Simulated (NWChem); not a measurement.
System: C₂H₃BO₃; SMILES O=C1OCB1O

Here is an NWChem input.

```
start job
memory heap 200 mb stack 900 mb global 1100 mb
geometry units angstroms noautoz
  O      1.258190     1.569345     0.000000
  C      0.395596     0.747777     0.000000
  O     -0.954406     1.004019     0.000000
  C     -1.427440    -0.378110     0.000000
  B      0.084820    -0.845071     0.000000
  O      0.740941    -1.999428     0.000000
  H     -2.032991    -0.584478     0.896727
  H     -2.032991    -0.584478    -0.896727
  H      1.701521    -1.901529     0.000000
end
basis spherical
  * library def2-tzvp
end
dft
  xc b3lyp
  iterations 150
  semidirect filesize 400000000
  mulliken
end
task dft energy
```

Structure relaxed at the PBE0/def2-SVP level. B3LYP is NWChem's, with the RPA form of VWN correlation.

Question: Give the results of this calculation. (B3LYP/def2-TZVP.) Quantities: energy (Ha); highest occupied level (eV); orbital gap (eV); dipole (D).

Answer: 
```
Item                           Value
---------------------------  -------
energy (Ha)                  -328.71
highest occupied level (eV)    -7.48
orbital gap (eV)                5.32
dipole (D)                      3.65
```
